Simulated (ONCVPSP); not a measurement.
## How hard is this H ONCV potential?

| Quantity | Value |
| --- | --- |
| Element | H (Z = 1) |
| Generator | ONCVPSP 4.0.1 |
| Type | optimised norm-conserving Vanderbilt (ONCV) |
| Functional | PBEsol |
| Relativity | scalar-relativistic |
| Frozen core | none |
| Valence charge | 1 |
| Reference configuration | 1s1 |
| Partial waves | 1s: rc 1.35 bohr, ncon 4, nbas 7, qcut 5 1/bohr, 1 projector; p scattering state at 0.4 Ha: rc 1.50 bohr, ncon 4, nbas 9, qcut 5.9 1/bohr, 2 projectors, debl 2.8 Ha |
| Local potential | polynomial inside 1.10 bohr (lpopt 5, dvloc0 3 Ha) |
| Core correction | none |

Task: For each optimised wave give the share of its norm inside rc, the residual kinetic energy above qcut (Ha) and the cutoffs (Ha) for errors of 10, 1, 0.1 and 0.01 mHa per electron.

Result:

```json
{"wave": "1s", "norm inside rc": "0.456", "residual KE": "6.0e-04", "10 mHa": "6.3", "1 mHa": "11.2", "0.1 mHa": "45.5", "0.01 mHa": "65.0"}
{"wave": "p projector 1", "norm inside rc": "0.137", "residual KE": "1.2e-06", "10 mHa": "2.0", "1 mHa": "4.6", "0.1 mHa": "9.3", "0.01 mHa": "13.3"}
{"wave": "p projector 2", "norm inside rc": "0.147", "residual KE": "7.1e-05", "10 mHa": "6.6", "1 mHa": "11.4", "0.1 mHa": "16.7", "0.01 mHa": "26.9"}
```

The occupied waves need 11 Ha and 45 Ha for 1 and 0.1 mHa.
